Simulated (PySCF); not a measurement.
Cl$_{2}$CrO$_{2}$ (SMILES [O]=[Cr](=[O])([Cl])[Cl]), singlet, at a GFN2-xTB geometry (such geometries of metal compounds can be far from the true shape), atoms displaced at random by about 0.08 Å a coordinate; B3LYP/STO-3G, gradient (PySCF).

PySCF was given this input:
```python
from pyscf import gto, scf, dft

mol = gto.M(
    atom='''
Cr    0.192347   -0.115839    0.078018
O     1.442983   -0.562136   -0.776001
O     0.752579    0.360388    1.572828
Cl   -0.319548    1.647323   -0.531152
Cl   -1.289800   -1.431939    0.043660
''',
    basis='sto-3g',
    charge=0,
    spin=0,
    verbose=4,
)

mf = dft.RKS(mol)
mf.xc = 'b3lyp'
mf.conv_tol = 1e-11
mf.kernel()
g = mf.nuc_grad_method()
grad = g.kernel()
```

Output, abridged:

```
PySCF version 2.14.0

[INPUT] verbose = 4
[INPUT] num. atoms = 5
[INPUT] num. electrons = 74
[INPUT] charge = 0
[INPUT] spin (= nelec alpha-beta = 2S) = 0
[INPUT] symmetry False subgroup None
[INPUT] Mole.unit = angstrom
[INPUT] Symbol           X                Y                Z      unit          X                Y                Z       unit  Magmom
[...]
nuclear repulsion = 504.786364651987
number of shells = 24
number of NR pGTOs = 138
number of NR cGTOs = 46
basis = sto-3g
ecp = {}

******** <class 'pyscf.dft.rks.RKS'> ********
method = RKS
initial guess = minao
damping factor = 0
level_shift factor = 0
DIIS = <class 'pyscf.scf.diis.CDIIS'>
diis_start_cycle = 1
diis_space = 8
diis_damp = 0
SCF conv_tol = 1e-11
SCF conv_tol_grad = None
SCF max_cycles = 50
direct_scf = True
direct_scf_tol = 1e-13
XC library pyscf.dft.libxc version 7.1.2
    S. Lehtola, C. Steigemann, M. J. T. Oliveira, and M. A. L. Marques,  SoftwareX 7, 1–5 (2018)
XC functionals = b3lyp
    P. J. Stephens, F. J. Devlin, C. F. Chabalowski, and M. J. Frisch,  J. Phys. Chem. 98, 11623 (1994)
radial grids:
    Treutler-Ahlrichs [JCP 102, 346 (1995); DOI:10.1063/1.469408] (M4) radial grids

becke partition: Becke, JCP 88, 2547 (1988); DOI:10.1063/1.454033
pruning grids: <function nwchem_prune>
grids dens level: 3
symmetrized grids: False
atomic radii adjust function: <function treutler_atomic_radii_adjust>
small_rho_cutoff = 0
Set gradient conv threshold to 3.16228e-06
Initial guess from minao.
tot grids = 86832
init E= -2091.48474679605
[...]
cycle= 1 E= -2091.15033461654  delta_E= 0.334  |g|= 2.17  |ddm|= 3.63
[...]
cycle= 2 E= -2073.35971118908  delta_E= 17.8  |g|= 5.44  |ddm|= 7.28
[...]
cycle= 3 E= -2091.14138028244  delta_E= -17.8  |g|= 2.07  |ddm|= 7.33
[...]
cycle= 4 E= -2091.31687004529  delta_E= -0.175  |g|= 2.06  |ddm|= 0.767
[...]
cycle= 5 E= -2091.56347983058  delta_E= -0.247  |g|= 1.87  |ddm|= 0.265
[...]
cycle= 6 E= -2091.2763014866  delta_E= 0.287  |g|= 2.07  |ddm|= 0.423
[...]
cycle= 7 E= -2091.29315333115  delta_E= -0.0169  |g|= 2.09  |ddm|= 0.458
[...]
cycle= 8 E= -2091.22176203494  delta_E= 0.0714  |g|= 2.13  |ddm|= 0.126
[...]
cycle= 9 E= -2091.30780223654  delta_E= -0.086  |g|= 2.09  |ddm|= 0.172
[...]
cycle= 10 E= -2091.17847184688  delta_E= 0.129  |g|= 2.18  |ddm|= 0.166
[...]
cycle= 11 E= -2092.28533955745  delta_E= -1.11  |g|= 0.805  |ddm|= 1.36
[...]
cycle= 12 E= -2092.38056575376  delta_E= -0.0952  |g|= 0.528  |ddm|= 1.01
[...]
cycle= 13 E= -2092.44264613385  delta_E= -0.0621  |g|= 0.156  |ddm|= 0.433
[...]
cycle= 14 E= -2092.44547433984  delta_E= -0.00283  |g|= 0.0985  |ddm|= 0.0957
[...]
cycle= 15 E= -2092.44718884085  delta_E= -0.00171  |g|= 0.0291  |ddm|= 0.0651
[...]
cycle= 16 E= -2092.44732591757  delta_E= -0.000137  |g|= 0.0115  |ddm|= 0.0211
[...]
cycle= 17 E= -2092.44734887046  delta_E= -2.3e-05  |g|= 0.00388  |ddm|= 0.00717
[...]
cycle= 18 E= -2092.44735193952  delta_E= -3.07e-06  |g|= 0.000653  |ddm|= 0.00246
[...]
cycle= 19 E= -2092.44735206104  delta_E= -1.22e-07  |g|= 5.16e-05  |ddm|= 0.000627
[...]
cycle= 20 E= -2092.44735206174  delta_E= -7.03e-10  |g|= 1.89e-05  |ddm|= 7.33e-05
[...]
cycle= 21 E= -2092.44735206182  delta_E= -7.82e-11  |g|= 2.97e-06  |ddm|= 2.01e-05
[...]
cycle= 22 E= -2092.44735206182  delta_E= -3.64e-12  |g|= 2.03e-07  |ddm|= 5.57e-06
[...]
Extra cycle  E= -2092.44735206183  delta_E= -4.09e-12  |g|= 8.91e-07  |ddm|= 1.02e-06
converged SCF energy = -2092.44735206183

******** <class 'pyscf.grad.rks.Gradients'> for <class 'pyscf.dft.rks.RKS'> ********
unit = Eh/Bohr
grid_response = False
--------------- RKS gradients ---------------
         x                y                z
0 Cr    -0.2576601629    -0.0028792540    -0.1279145337
1 O     0.1199923486    -0.0326133950    -0.0815355200
2 O     0.0651865527     0.0831791685     0.1654586351
3 Cl     0.0375942892    -0.0815059302     0.0465701513
4 Cl     0.0351474289     0.0338326550    -0.0026364148
----------------------------------------------
```
